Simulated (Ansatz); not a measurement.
Calculated with Ansatz (gas phase, PBE0-D4/def2-TZVP geometries, no zero-point term in ΔE). CBS: MP2 limit from def2 TZ/QZ plus the TZ coupled-cluster correction, frozen cores. Functionals use def2-TZVPP. Elements past krypton have def2 core potentials. For Br, I outer-core shells are correlated without core-valence functions, which leaves a few kJ/mol of doubt a bond. Scalar relativity is left out up to krypton. Each species was taken in one conformer, which may not be the lowest.

Consider the substitution at a C–C bond: `C=C(N)CBr` + HI → `C=C(N)I` + `CBr`.

(1) Is it downhill or uphill in electronic energy at CCSD(T)/CBS, and by how much? (Estimate.)

(2) What do these levels give: PBE0-D4, ωB97M-V, B2PLYP, r2SCAN, HF/def2-TZVPP, SCS-MP2/def2-TZVPP, CCSD/def2-TZVPP, HF/def2-QZVPP, SCS-MP2/def2-QZVPP, HF/CBS(def2), MP2/CBS(def2), CCSD/CBS(def2)? (Best estimate.)

Largest T1 diagnostic among the species: 0.010.

Answers

(1) Computed: Uphill: ΔE = +27.4 kJ/mol.

(2) Computed: PBE0-D4 30.8, ωB97M-V 31.3, B2PLYP 26.5, r2SCAN 28.8, HF/def2-TZVPP 35.3, SCS-MP2/def2-TZVPP 25.2, CCSD/def2-TZVPP 33.0, HF/def2-QZVPP 34.4, SCS-MP2/def2-QZVPP 23.0, HF/CBS(def2) 34.2, MP2/CBS(def2) 21.8, CCSD/CBS(def2) 29.2 kJ/mol.

From PBE to PBE0 (25 % exact exchange), in def2-TZVPP and without D4, ΔE moves by +4.3 kJ/mol. In def2-TZVPP, CCSD(T) changes the Hartree–Fock value by −4.2 kJ/mol (the triples alone add −1.8 kJ/mol) and MP2 by −9.8 kJ/mol.
